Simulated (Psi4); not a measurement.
Approach curve of the dimer HF ··· H4Ge (SMILES F and [GeH4]), singlet. Monomers: optimised at B3LYP-D3(BJ) (def2-TZVP), held rigid. Orientation: a random orientation, not optimised. The monomers approach along the line of their centres of mass (distance R); nothing else relaxes.

Geometry at R = 3.61 Å (first 2 atoms: monomer A):
```
7

F      0.4622     0.0000     0.0000
H     -0.4622     0.0000     0.0000
Ge     3.7623    -0.4940    -1.2655
H      3.3459    -0.0263     0.1369
H      5.1426     0.0850    -1.6094
H      3.8289    -2.0282    -1.2947
H      2.7317    -0.0067    -2.2947
```

Computed with SAPT0/jun-cc-pVDZ, frozen core (Psi4).

Components in kcal/mol:

```tsv
R / Å	electrostatics	exchange	induction	dispersion	total
2.97	-3.30	8.02	-0.93	-1.24	2.55
3.22	-1.51	3.49	-0.47	-0.76	0.75
3.41	-0.85	1.83	-0.29	-0.53	0.16
3.61	-0.48	0.92	-0.18	-0.37	-0.11
3.80	-0.29	0.47	-0.12	-0.27	-0.20
4.03	-0.16	0.21	-0.07	-0.19	-0.21
4.28	-0.10	0.09	-0.05	-0.13	-0.18
4.64	-0.05	0.02	-0.03	-0.08	-0.13
5.10	-0.03	0.00	-0.02	-0.04	-0.08
5.77	-0.01	0.00	-0.01	-0.02	-0.04
6.84	-0.01	0.00	0.00	-0.01	-0.02
8.11	0.00	0.00	0.00	0.00	-0.01
```
